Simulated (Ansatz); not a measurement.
Reaction (SMILES): [SiH3][SiH2]Cl → [SiH2][SiH3] + Cl atom (the Cl-Si bond at the site shown breaks; other sites are not compared here)
Each molecule is optimised on its own at B3LYP-D3(BJ)/def2-TZVP (Ansatz, an electronic-structure program).

Property: bond dissociation energy (electronic energy difference), in kcal/mol. Cores are frozen in the correlated levels unless marked. Open shells are spin-unrestricted. No spin-orbit coupling. Non-relativistic unless marked X2C. CBS marks a two-point X^-3 extrapolation of the correlation energy; Hartree-Fock from the larger set. The bracket is a focal-point correction in the basis named.

```tsv
level	program	bond dissociation energy (kcal/mol)	minus last row
HF/6-31G*	Ansatz	77.6	-31.0
HF/cc-pV(T+d)Z	Ansatz	80.7	-27.9
PBE-D4/def2-TZVPD	Ansatz + dftd4	106.4	-2.2
BLYP-D3(BJ)/def2-TZVPD	Ansatz + dftd3	102.8	-5.8
r2SCAN-D3(BJ)/def2-TZVPD	Ansatz + dftd3	105.1	-3.5
PBE0-D4/def2-TZVP	Ansatz + dftd4	105.6	-3.0
BHLYP-D3(BJ)/def2-TZVPD	Ansatz + dftd3	102.8	-5.8
HSE06-D4/def2-TZVPD	Ansatz + dftd4	105.8	-2.8
LC-wPBE/def2-TZVPD	Ansatz	103.5	-5.1
MP2/cc-pV(T+d)Z	Ansatz	108.9	0.3
SCS-MP2/6-31G	Ansatz	69.2	-39.4
SCS-MP2/cc-pV(T+d)Z	Ansatz	106.6	-2.0
CCSD(T)/cc-pwCVTZ	Ansatz	103.7	-4.9
X2C-CCSD(T)/cc-pVTZ-DK	Ansatz	102.0	-6.6
RI-MP2/CBS(cc-pV(T+d)Z,cc-pV(Q+d)Z)+[CCSD(T)-MP2]/cc-pV(T+d)Z	Ansatz	108.6	0.0
```
